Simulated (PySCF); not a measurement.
# Working out the ionisation energy of As

As [Ar] 3d10 4s2 4p3 (4S) → As⁺ [Ar] 3d10 4s2 4p2 (3P). Computed with PySCF 2.14 in aug-cc-pVTZ-PP with ECP10MDF (6s5p4d2f, 55 functions), with scalar relativity through the core potential. Frozen: 3s2 3p6 3d10. Energies in hartree (1 hartree = 27.21139 eV):

| part | As (lower) | As⁺ (upper) |
| --- | --- | --- |
| UHF | -331.210176 | -330.864177 |
| CCSD correlation | -0.086353 | -0.069637 |
| (T) | -0.002966 | -0.001665 |

What does Hartree-Fock give?

(-330.864177) − (-331.210176) = 0.345999 hartree = 9.415 eV.

What do CCSD and CCSD(T) give?

The CCSD correlation energies differ by 0.016716 hartree = 0.455 eV and the triples by 0.001301 hartree = 0.035 eV, so CCSD gives 9.870 eV and CCSD(T) 9.905 eV.

Measured between the centres of the two terms (NIST): 10.008 eV, so CCSD(T) (valence) is off by -0.103 eV.

What remains against the reference includes basis incompleteness, the frozen core and higher excitations.
